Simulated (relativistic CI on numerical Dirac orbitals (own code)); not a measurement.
**Electric-dipole lines of Cs⁺**

These numbers are calculated, not measured: Dirac-Coulomb-Breit CI, KLI orbitals optimised for each configuration, model QED (radiative potential, 1s self-energy scaled to tabulated hydrogen-like ionisation energies), valence Slater integrals scaled by 0.85, P86 correlation energy added to each configuration (own radial code, finite nucleus).

Configuration list (outside the closed core [Kr] 4d10): 5s2 5p6, 5s2 5p5 6s, 5s2 5p5 5d, 5s2 5p5 6p, 5s2 5p5 7s, 5s2 5p5 6d, 5s 5p6 5d, 5s2 5p5 4f, 5s2 5p5 7p, 5s2 5p5 5f, 5s2 5p5 7d, 5s2 5p5 5g, 5s2 5p5 6f, 5s2 5p5 7f. Double excitations out of closed p, d and f shells are left out; levels of such configurations are missing from the list, as are those of other unlisted configurations, and high levels can miss mixing partners.

| λ vac (nm) | Lower | Upper | A (s⁻¹) | E lower (eV) | E upper (eV) |
| --- | --- | --- | --- | --- | --- |
| 56.779 | 5s2 5p6 1S_0 [1] | 5s2 5p5 7d 3D°_1 [89] | 1.60e+10 | 0.0000 | 21.8363 |
| 60.812 | 5s2 5p6 1S_0 [1] | 5s2 5p5 7s 3P°_1 [53] | 3.64e+08 | 0.0000 | 20.3881 |
| 62.617 | 5s2 5p6 1S_0 [1] | 5s2 5p5 6d 3D°_1 [42] | 6.94e+09 | 0.0000 | 19.8005 |
| 65.475 | 5s2 5p6 1S_0 [1] | 5s2 5p5 6d 3P°_1 [31] | 1.35e+08 | 0.0000 | 18.9360 |
| 66.393 | 5s2 5p6 1S_0 [1] | 5s2 5p5 7s 1P°_1 [29] | 7.03e+08 | 0.0000 | 18.6743 |
| 70.648 | 5s2 5p6 1S_0 [1] | 5s2 5p5 5d 1P°_1 [23] | 9.66e+09 | 0.0000 | 17.5495 |
| 88.091 | 5s2 5p6 1S_0 [1] | 5s2 5p5 6s 1P°_1 [5] | 1.10e+09 | 0.0000 | 14.0745 |
| 476.66 | 5s2 5p5 6s 3P°_2 [3] | 5s2 5p5 6p 3D_3 [17] | 1.16e+08 | 13.5600 | 16.1611 |

Terms are leading LS components. Brackets give the number of a level in order of energy, since labels repeat. The list gives strong lines, with weight on those to low levels, without lines whose two gauges differ by over a factor of 2.5, among the lowest 117 of 129 levels, so that lines to higher ones, which can be the strongest, are missing, and without lines across small gaps between configurations, and without 118 lines that miss the measured interval by over 3.5 %, start from a term whose rates miss tabulated ones by over 60 %, have gauges far apart or, lacking measured levels, span too small a gap for the errors found; lines with a level outside our table were not tested and can miss by more. Levels whose partners in the same complex of configurations lie outside the list can be far off, and so can their lines. Rates are taken at the computed energies, electric ones in the length gauge.

For a near-neutral ion this model can misplace configurations by up to about 10,000 cm⁻¹ (more where the count of f electrons changes) and terms by 10 to 25 % of their spread. Rates follow the energies as ν³ (E1, M1) or ν⁵ (E2), so they and the lifetimes can be off by large factors. The fine structure of a lone outer electron comes out too small, for d and f at times inverted, and misplaced configurations move strength between like terms. 6 of the 13 excited levels that our extract of the measured tables holds in this range could be paired (the sources list more); they are missed by 2261 cm⁻¹ on average and 3453 at most, and levels without a partner can miss by more.

LS names give the leading component of a level, which can be under half, so a name can repeat, a term be missing and a line seem to break the LS rules.
